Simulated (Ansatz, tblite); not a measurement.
Forces on SiH2MeEt (C3H10Si) at its PBE-D4/def2-SVP geometry. Total charge 0; singlet.

The xTB rows come from tblite.

GFN1-xTB (tblite), largest force 1.24 eV/Å:

```xyz
14
positions Å, forces eV/Å
Si   -0.138   -0.806    0.419    0.376   -0.380    1.120
H     1.158   -1.514    0.735   -0.710    0.360   -0.154
H    -0.880   -0.629    1.723    0.401   -0.124   -0.693
C    -1.171   -1.859   -0.766   -0.005   -0.017    0.003
H    -0.636   -2.017   -1.724   -0.369   -0.057    0.279
H    -2.139   -1.366   -0.992    0.304   -0.349   -0.050
H    -1.390   -2.854   -0.329   -0.025    0.322   -0.340
C     0.245    0.902   -0.320   -0.305   -0.369   -0.316
C     1.061    1.822    0.596    0.459    0.632    0.410
H    -0.724    1.378   -0.589    0.425    0.129    0.020
H     0.776    0.740   -1.285   -0.092    0.349    0.259
H     1.264    2.806    0.123   -0.149   -0.507    0.147
H     0.533    2.021    1.552    0.193   -0.142   -0.502
H     2.044    1.375    0.856   -0.503    0.154   -0.183
```

GFN2-xTB (tblite), largest force 1.07 eV/Å:

```
Si 0.356 -0.259 0.973
H -0.510 0.266 -0.153
H 0.264 -0.071 -0.529
C -0.338 -0.299 -0.425
H -0.418 0.051 0.579
H 0.595 -0.390 0.084
H 0.129 0.668 -0.332
C -0.143 0.166 -0.460
C 0.206 0.251 0.214
H 0.610 -0.049 0.180
H -0.175 0.284 0.544
H -0.165 -0.584 0.185
H 0.233 -0.203 -0.631
H -0.643 0.169 -0.230
```

r2SCAN-D4/def2-TZVP (Ansatz), largest force 0.53 eV/Å:

```
Si 0.016 0.031 0.009
H -0.276 0.151 -0.070
H 0.155 -0.036 -0.280
C -0.096 -0.097 -0.112
H -0.255 0.071 0.446
H 0.452 -0.235 0.102
H 0.102 0.469 -0.211
C -0.205 -0.129 -0.323
C 0.237 0.264 0.271
H 0.438 -0.183 0.132
H -0.215 0.095 0.433
H -0.106 -0.467 0.203
H 0.227 -0.116 -0.461
H -0.473 0.183 -0.139
```
